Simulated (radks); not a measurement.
Coulomb parameter of the 3d shell of the chromium ion Cr3+ in the model configuration [Ar] 3d2 4s1, as a second difference U = [E(n + 0.5) + E(n - 0.5) - 2 E(n)] / (0.5)^2 with all orbitals relaxed. "Bare": the charge of the atom changes with n. "Screened": the 4s shell takes up the change at fixed total charge, which measures U(3d,3d) + U(4s,4s) - 2 U(3d,4s). Method: scalar-relativistic Kohn-Sham, PBE, spin-unpolarised, spherical densities, finite nucleus; Fermi nuclear charge, rms radius 3.6452 fm; computed with a radial shooting solver on a logarithmic mesh with Libxc functionals.

case              configuration  E - E(n) (eV)
start              [Ar] 3d2 4s1          0.000
bare +0.5        [Ar] 3d2.5 4s1        -20.718
bare -0.5        [Ar] 3d1.5 4s1         25.417
screened +0.5  [Ar] 3d2.5 4s0.5         -6.648
screened -0.5  [Ar] 3d1.5 4s1.5          7.807

U(bare) = 18.796 eV, U(screened by 4s) = 4.639 eV, against the Slater integral F0(3d,3d) = 23.921 eV with frozen orbitals.
